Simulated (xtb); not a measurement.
neopentane (C5H12), singlet, at a GFN2-xTB geometry, atoms displaced at random by about 0.05 Å a coordinate. Base run: GFN1-xTB (xtb).

Here is a job for xtb.
```
$ xtb mol.xyz --gfn 1 --opt --json

# file mol.xyz
17

C     -0.38300638    -0.38788439     1.48219491
C      0.00805640    -0.07375583    -0.04436803
C      0.18718420     1.51188852    -0.03675664
C     -1.12671420    -0.44977516    -0.96855565
C      1.38842541    -0.69574444    -0.39361411
H     -1.32816602     0.03390588     1.79493810
H     -0.36795451    -1.55661717     1.36823161
H      0.51961132    -0.20580363     2.15785867
H      0.43659672     1.76691399    -0.95969591
H     -0.78433946     2.06820553     0.27074572
H      0.93065306     1.91178976     0.65309603
H     -2.04327260     0.10685069    -0.63228742
H     -1.22605179    -1.56764152    -0.99106933
H     -0.89082708    -0.08787713    -1.97073637
H      1.20993073    -1.71275090    -0.40668426
H      2.10389264    -0.39113336     0.20588287
H      1.61360968    -0.33859647    -1.39257835
```

The base run was repeated with changes; each row names its change, and settings that it needs were set with it.

| change | ΔE vs base (µEh) | optimiser steps |
|---|---|---|
| base | 0.0 | 7 |
| opt level = lax | 2.5 | 6 |
| engine = lbfgs | 0.4 | - |
| opt level = loose | 2.5 | 6 |
| opt level = vtight | -2.6 | 12 |
| opt level = crude | 96.6 | 4 |
| opt level = sloppy | 14.1 | 5 |
| engine = inertial | 40.9 | - |
| alpb = benzene | ___ | 7 |
| opt level = tight | -1.9 | 9 |

Problem. What belongs in the gaps?

Solution. 
- alpb = benzene, ΔE vs base (µEh): -5463
